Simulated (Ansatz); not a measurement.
Complex (SMILES): C#N (CH-N) with [H][H] (H2), atoms 1 to 3 the first; geometry from B3LYP-D3(BJ)/def2-TZVP, monomers rigid:
```xyz
5

C      0.0824     0.0127    -0.2975
N     -0.1799    -0.1015     0.8121
H      0.3266     0.1188    -1.3306
H     -0.9999    -0.4792     4.2527
H     -0.8279    -0.3991     3.5322
```

The counterpoise-corrected interaction energy at CCSD(T) with Ansatz (a quantum-chemistry and plane-wave program), in kcal/mol, split into its Hartree-Fock and correlation parts. Cores are frozen. No added dispersion term, no relativity. Functions are those of the species that has most.

| basis | X | functions | Hartree-Fock | CCSD(T) |
|---|---|---|---|---|
| aug-cc-pVDZ | 2 | 73 | -0.08 | -0.43 |
| aug-cc-pVTZ | 3 | 161 | -0.11 | -0.51 |
| aug-cc-pVQZ | 4 | 298 | -0.11 | -0.53 |

Worked estimate of the basis-set limit from each neighbouring pair, with Hartree-Fock from the larger set and the correlation part extrapolated as X^-3.
Correlation parts: X = 2: -0.35, X = 3: -0.40, X = 4: -0.42.
- (2,3): (27·(-0.40) - 8·(-0.35))/19 = -0.42; with Hartree-Fock -0.11 the estimate is -0.53 kcal/mol.
- (3,4): (64·(-0.42) - 27·(-0.40))/37 = -0.43; with Hartree-Fock -0.11 the estimate is -0.54 kcal/mol.
The last two estimates differ by 0.01 kcal/mol; the largest set lies 0.01 from the last. Over the last step Hartree-Fock moves by 0.00 and the correlation part by -0.02.
